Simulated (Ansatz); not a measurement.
System: C$_{3}$H$_{8}$GeI, net charge 0, doublet state. It need not be the lowest isomer of its formula. 
Coordinates optimised at B3LYP-D3(BJ)/def2-TZVP (Ansatz, a quantum-chemistry and plane-wave program):
```xyz
13

C     -0.0155     1.8304     1.6532
Ge    -0.2681     0.0208     1.0703
C     -2.1430    -0.5347     1.1574
C      0.9622    -1.2229     1.9485
I      0.3680     0.0078    -1.4375
H      0.9518     2.1935     1.9788
H     -0.7893     2.5793     1.5352
H     -2.4664    -0.5722     2.1987
H     -2.7658     0.1744     0.6144
H     -2.2583    -1.5205     0.7098
H      1.9879    -0.8792     1.8255
H      0.8663    -2.2130     1.5059
H      0.7282    -1.2802     3.0126
```
Charge 0, spin multiplicity 2.

Basis-set convergence of Hartree-Fock and CCSD correlation energies (hartree) with Ansatz. Valence correlation only, unless marked. UHF or UKS for open shells. No spin-orbit coupling. The frozen core is the preceding noble-gas configuration, with the filled d and f shells of earlier blocks. In def2 rows, elements after Kr have scalar-relativistic effective core potentials.

| basis | functions | E(HF) | E(corr, CCSD) |
|---|---|---|---|
| def2-SVP | 140 | -2489.95457 | -0.66022 |
| def2-TZVPP | 303 | -2490.36238 | -0.81487 |
| def2-QZVPP | 582 | -2490.41034 | -0.86612 |

Extrapolating the two largest sets (X = 3 and 4) as X^-3: E(corr) = (64·(-0.86612) - 27·(-0.81487))/37 = -0.9035 Eh, an estimate of the basis-set limit. The largest set recovers 95.9 % of it, the smallest 73.1 %.
